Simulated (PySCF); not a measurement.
C3H9GeN, SMILES C=[CH][GeH2][NH]C.

Geometry optimised at PBE0-D3(BJ)/def2-SVP. This is a generated structure with no PubChem entry under its InChIKey; it may be hypothetical. Other conformers were not sampled.

Method: B3LYP/def2-TZVP run with PySCF.

### Question
Estimate the frontier levels, gap, dipole moment and polarisability. (An estimate is asked for; the answer gives what the named calculation found.)

### Answer

- highest occupied level = -6.24 eV
- lowest empty level = -0.64 eV
- orbital gap = 5.60 eV
- dipole moment = 0.182 e·Å
- quadrupole, principal values (traceless, Buckingham form, about the centre of nuclear charge) = -6.40, 2.57, 3.83 D·Å
- mean static polarisability = 75.9 bohr³ (11.24 Å³)
- polarisability, principal values = 63.4, 66.8, 97.4 bohr³
